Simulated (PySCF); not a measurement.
Geometries of 2 isomers of C4H5FO2, from PySCF 2.14.0, PBE0-D3(BJ)/def2-SVP geometry optimisation, gas phase. One conformer each, no zero-point energy, no frequencies.

Problem. Which is lower in electronic energy at this level?
A.
```xyz
12
angstrom
O     -0.832    1.967   -0.436
C     -1.429    0.984   -0.100
C     -0.767   -0.221    0.548
F     -1.719   -1.194    0.715
C      0.391   -0.742   -0.257
C      1.660   -0.020   -0.275
O      1.506   -1.215    0.458
H     -2.538    0.872   -0.222
H     -0.387    0.086    1.540
H      0.095   -1.344   -1.128
H      1.762    0.900    0.313
H      2.294   -0.078   -1.168
```
B.
```xyz
12
angstrom
O     -0.125    0.599    2.170
C      0.202    0.547    1.029
C      1.492    0.637    0.230
O      0.740    0.537   -0.979
C     -0.514    0.368   -0.318
C     -1.125   -0.987   -0.547
F     -0.274   -1.959   -0.088
H      2.050    1.585    0.327
H      2.177   -0.215    0.388
H     -1.243    1.164   -0.562
H     -1.296   -1.145   -1.626
H     -2.087   -1.061   -0.011
```

Solution. B. That is `O=C1CO[C@H]1CF`, 10.3 kcal/mol below the other.

| SMILES | atoms numbered as above | E (Eh) | relative (kcal/mol) | relative (kJ/mol) | dipole (D) |
| --- | --- | --- | --- | --- | --- |
| O=C1CO[C@H]1CF | [O:1]=[C:2]1[CH2:3][O:4][C@H:5]1[CH2:6][F:7] | -404.93784 | 0.0 | 0.0 | 1.67 |
| O=C[C@@H](F)[C@H]1CO1 | [O:1]=[CH:2][C@@H:3]([F:4])[C@H:5]1[CH2:6][O:7]1 | -404.92138 | 10.3 | 43.2 | 0.78 |

As drawn, the lower has a four-membered ring, which the higher lacks; the higher has a three-membered ring, which the lower lacks.
